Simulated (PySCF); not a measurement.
Correlation energy of B⁻ (boron, charge -1)

[He] 2s2 2p2, high-spin 3P determinant. All numbers are calculated (PySCF 2.14, the non-relativistic Hamiltonian (point nucleus), in aug-cc-pwCVTZ (7s6p4d2f, 59 functions)). Frozen: nothing; 6 electrons correlated.

MP2 pair energies summed by pair of shells (mhartree):

```
 pair  energy  share (%)
2s-2p  -36.93       35.0
1s-1s  -33.58       31.8
2s-2s  -20.03       19.0
2p-2p   -7.55        7.1
1s-2s   -4.74        4.5
1s-2p   -2.78        2.6
```

Total MP2 correlation energy: -105.61 mhartree.

Same-spin part -16.54 and opposite-spin part -89.06 mhartree; SCS-MP2 scales them by 1/3 and 6/5 to -112.39 mhartree.
